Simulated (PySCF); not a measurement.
Isomers of C7H14N2Si.

All values: PBE0/pcSseg-1 (PySCF) at GFN2-xTB geometries, gas phase, one conformer each.

(1) Rank by HOMO–LUMO gap, lowest first.
A. `[CH2:1]=[CH:2][CH2:3][N:4]([CH3:5])[C@@H:6]1[CH:7]=[N:8][SiH2:9][CH2:10]1` with C1–C2–C3–N4 -128°, C2–C3–N4–C5 -170°, C3–N4–C6–C7 -168°, N4–C6–C7–N8 -143°, C7–N8–Si9–C10 7°, N8–Si9–C10–C6 -13°, N4–C6–C10–Si9 141°
B. `[CH2:1]=[CH:2]/[C:3]([CH3:4])=[N:5]\[C@H:6]([SiH3:7])/[CH:8]=[N:9]\[CH3:10]` with C1–C2–C3–C4 7°, C3–N5–C6–Si7 -100°, N5–C6–C8–N9 -159°
C. `[CH:1]#[C:2][CH2:3][C@@H:4]([CH2:5]/[CH:6]=[N:7]\[CH3:8])[NH:9][SiH3:10]` with C2–C3–C4–C5 64°, C3–C4–C5–C6 -172°, C4–C5–C6–N7 134°, C3–C4–N9–Si10 92°
D. `[CH:1]#[C:2][Si@@H:3]1[NH:4][CH2:5][C@@H:6]([CH:7]([CH3:8])[CH3:9])[NH:10]1` with C5–C6–C7–C8 -59°, C2–Si3–N4–C5 -135°, Si3–N4–C5–C6 31°, N4–C5–C6–C7 -157°, C5–C6–N10–Si3 26°

(2) Rank by dipole moment, highest first.
A. `[CH:1]#[C:2][Si@@H:3]1[NH:4][CH2:5][C@@H:6]([CH:7]([CH3:8])[CH3:9])[NH:10]1` with C5–C6–C7–C8 -59°, C2–Si3–N4–C5 -135°, Si3–N4–C5–C6 31°, N4–C5–C6–C7 -157°, C5–C6–N10–Si3 26°
B. `[CH2:1]=[CH:2][CH2:3][N:4]([CH3:5])[C@@H:6]1[CH:7]=[N:8][SiH2:9][CH2:10]1` with C1–C2–C3–N4 -128°, C2–C3–N4–C5 -170°, C3–N4–C6–C7 -168°, N4–C6–C7–N8 -143°, C7–N8–Si9–C10 7°, N8–Si9–C10–C6 -13°, N4–C6–C10–Si9 141°
C. `[CH:1]#[C:2][CH2:3][C@@H:4]([CH2:5]/[CH:6]=[N:7]\[CH3:8])[NH:9][SiH3:10]` with C2–C3–C4–C5 64°, C3–C4–C5–C6 -172°, C4–C5–C6–N7 134°, C3–C4–N9–Si10 92°
D. `[CH2:1]=[CH:2]/[C:3]([CH3:4])=[N:5]\[C@H:6]([SiH3:7])/[CH:8]=[N:9]\[CH3:10]` with C1–C2–C3–C4 7°, C3–N5–C6–Si7 -100°, N5–C6–C8–N9 -159°

(3) Rank by the highest Hirshfeld charge on any atom, lowest value first.
A. `[CH:1]#[C:2][CH2:3][C@@H:4]([CH2:5]/[CH:6]=[N:7]\[CH3:8])[NH:9][SiH3:10]` with C2–C3–C4–C5 64°, C3–C4–C5–C6 -172°, C4–C5–C6–N7 134°, C3–C4–N9–Si10 92°
B. `[CH:1]#[C:2][Si@@H:3]1[NH:4][CH2:5][C@@H:6]([CH:7]([CH3:8])[CH3:9])[NH:10]1` with C5–C6–C7–C8 -59°, C2–Si3–N4–C5 -135°, Si3–N4–C5–C6 31°, N4–C5–C6–C7 -157°, C5–C6–N10–Si3 26°
C. `[CH2:1]=[CH:2]/[C:3]([CH3:4])=[N:5]\[C@H:6]([SiH3:7])/[CH:8]=[N:9]\[CH3:10]` with C1–C2–C3–C4 7°, C3–N5–C6–Si7 -100°, N5–C6–C8–N9 -159°
D. `[CH3:1][N:2]([C@H:3]1[CH:4]=[N:5][SiH2:6][CH2:7]1)[CH:8]1[CH2:9][CH2:10]1` with C1–N2–C3–C4 -63°, C1–N2–C8–C9 152°, N2–C3–C4–N5 142°, C4–N5–Si6–C7 -6°, N5–Si6–C7–C3 12°, N2–C8–C9–C10 -107°

## Answers

(1) B (5.10 eV), A (5.95 eV), D (6.38 eV), C (6.64 eV).

(2) D (3.57 D), B (2.59 D), C (2.37 D), A (0.74 D).

(3) C (+0.316 e), A (+0.350 e), D (+0.377 e), B (+0.426 e).

All values together:

```json
{"SMILES": "C#C[Si@@H]1NC[C@@H](C(C)C)N1", "μ (D)": "0.74", "HOMO (eV)": "-6.49", "LUMO (eV)": "-0.12", "lowest IAO charge (e)": "-0.692 (N)", "highest IAO charge (e)": "+1.149 (Si)", "lowest Hirshfeld charge (e)": "-0.251 (N)", "highest Hirshfeld charge (e)": "+0.426 (Si)"}
{"SMILES": "C#CC[C@@H](C/C=N\\C)N[SiH3]", "μ (D)": "2.37", "HOMO (eV)": "-6.52", "LUMO (eV)": "0.12", "lowest IAO charge (e)": "-0.677 (N)", "highest IAO charge (e)": "+0.746 (Si)", "lowest Hirshfeld charge (e)": "-0.230 (N)", "highest Hirshfeld charge (e)": "+0.350 (Si)"}
{"SMILES": "C=C/C(C)=N\\[C@H]([SiH3])/C=N\\C", "μ (D)": "3.57", "HOMO (eV)": "-6.60", "LUMO (eV)": "-1.50", "lowest IAO charge (e)": "-0.438 (C)", "highest IAO charge (e)": "+0.619 (Si)", "lowest Hirshfeld charge (e)": "-0.166 (N)", "highest Hirshfeld charge (e)": "+0.316 (Si)"}
{"SMILES": "C=CCN(C)[C@@H]1C=N[SiH2]C1", "μ (D)": "2.59", "HOMO (eV)": "-6.37", "LUMO (eV)": "-0.42", "lowest IAO charge (e)": "-0.585 (C)", "highest IAO charge (e)": "+0.880 (Si)", "lowest Hirshfeld charge (e)": "-0.269 (N)", "highest Hirshfeld charge (e)": "+0.377 (Si)"}
{"SMILES": "CN(C1CC1)[C@H]1C=N[SiH2]C1", "μ (D)": "2.60", "HOMO (eV)": "-6.37", "LUMO (eV)": "-0.36", "lowest IAO charge (e)": "-0.585 (C)", "highest IAO charge (e)": "+0.878 (Si)", "lowest Hirshfeld charge (e)": "-0.268 (N)", "highest Hirshfeld charge (e)": "+0.377 (Si)"}
```

Conformers: `[CH:1]#[C:2][Si@@H:3]1[NH:4][CH2:5][C@@H:6]([CH:7]([CH3:8])[CH3:9])[NH:10]1` with C5–C6–C7–C8 -59°, C2–Si3–N4–C5 -135°, Si3–N4–C5–C6 31°, N4–C5–C6–C7 -157°, C5–C6–N10–Si3 26°; `[CH:1]#[C:2][CH2:3][C@@H:4]([CH2:5]/[CH:6]=[N:7]\[CH3:8])[NH:9][SiH3:10]` with C2–C3–C4–C5 64°, C3–C4–C5–C6 -172°, C4–C5–C6–N7 134°, C3–C4–N9–Si10 92°; `[CH2:1]=[CH:2]/[C:3]([CH3:4])=[N:5]\[C@H:6]([SiH3:7])/[CH:8]=[N:9]\[CH3:10]` with C1–C2–C3–C4 7°, C3–N5–C6–Si7 -100°, N5–C6–C8–N9 -159°; `[CH2:1]=[CH:2][CH2:3][N:4]([CH3:5])[C@@H:6]1[CH:7]=[N:8][SiH2:9][CH2:10]1` with C1–C2–C3–N4 -128°, C2–C3–N4–C5 -170°, C3–N4–C6–C7 -168°, N4–C6–C7–N8 -143°, C7–N8–Si9–C10 7°, N8–Si9–C10–C6 -13°, N4–C6–C10–Si9 141°; `[CH3:1][N:2]([C@H:3]1[CH:4]=[N:5][SiH2:6][CH2:7]1)[CH:8]1[CH2:9][CH2:10]1` with C1–N2–C3–C4 -63°, C1–N2–C8–C9 152°, N2–C3–C4–N5 142°, C4–N5–Si6–C7 -6°, N5–Si6–C7–C3 12°, N2–C8–C9–C10 -107°.
